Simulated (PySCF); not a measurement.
Radial density of Br²⁺ (bromine, charge +2)

M06-2X, [Ar] 3d10 4s2 4p3, high-spin 4S determinant. Computed with PySCF 2.14 in def2-TZVP (6s5p4d1f, 48 functions), with the non-relativistic Hamiltonian (point nucleus).

```tsv
r (bohr)	4πr²ρ (e/bohr)	4πr²(ρα − ρβ)
0.000603	0.1291	0.0000
0.00101	0.3559	0.0000
0.00170	0.9573	0.0000
0.00287	2.500	0.0000
0.00482	6.164	0.0001
0.00811	13.87	0.0003
0.0136	26.71	0.0017
0.0230	39.96	0.0085
0.0386	41.41	0.0368
0.0649	35.22	0.1118
0.109	47.35	0.1570
0.184	43.55	-0.0084
0.309	28.40	0.1963
0.520	33.40	0.2402
0.874	10.70	0.2962
1.47	4.128	2.0510
2.47	1.287	0.8737
4.16	0.03950	0.0281
7.00	7.430e-05	0.0001
```

(1) Where is the radial spin density 4πr²(ρα − ρβ) most negative, and why is it negative at all?

Answers

(1) Around r = 0.184 bohr, down to -0.0084 e/bohr: exchange with the open shell polarises the paired shells in an unrestricted calculation.
